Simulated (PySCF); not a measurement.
Gas-phase reaction: 2 SnF₃ + H₂ = 2 SnHF₃

Computed with PySCF and rigid-rotor harmonic-oscillator thermochemistry at 1 bar. † marks an energy on the PBE0/def2-TZVP geometry and frequencies; other levels use their own. MP2 and CCSD(T) freeze the core. Open shells (unrestricted): SnF₃ (multiplicity 2); the rest are closed-shell singlets. Sn: scalar-relativistic def2 core potential, no spin-orbit coupling. SnF₃, SnHF₃: computed as isolated molecules; such fragments, hydroxides, amides, oligomers or adducts are transient or little studied in the gas. MP2 isn't extrapolated to the basis-set limit; its ΔH°(298 K) is -190.1 kJ in def2-SVP and -192.3 kJ in def2-TZVPP. CCSD(T) isn't extrapolated to the basis-set limit; its ΔH°(298 K) is -193.5 kJ in def2-SVP and -195.5 kJ in def2-TZVPP. The harmonic model lacks anharmonicity and excited electronic states, which grow with temperature; levels with a mode under 35 cm⁻¹ are left out.

| level | ΔE electronic, kJ | ΔH°(298 K), kJ | ΔS°(298 K), J/K | ΔG°(2500 K), kJ |
|---|---|---|---|---|
| BLYP/def2-TZVP† | -116 | -111 | -138 | 225 |
| CCSD(T)/def2-SVP† | -199 | -194 | -138 | 142 |
| HF/def2-TZVP† | -156 | -151 | -138 | 185 |
| MP2/def2-SVP† | -195 | -190 | -138 | 145 |
| PBE/def2-SVP | -140 | -136 | -140 | 205 |
| PBE0/def2-QZVP† | -170 | -165 | -138 | 171 |
| PBE0/def2-TZVP | -169 | -164 | -138 | 172 |
| ωB97M-V/def2-TZVP† | -181 | -176 | -138 | 159 |
ΔH° is lowest at CCSD(T)/def2-SVP† and highest at BLYP/def2-TZVP†. No reference value is set beside these.
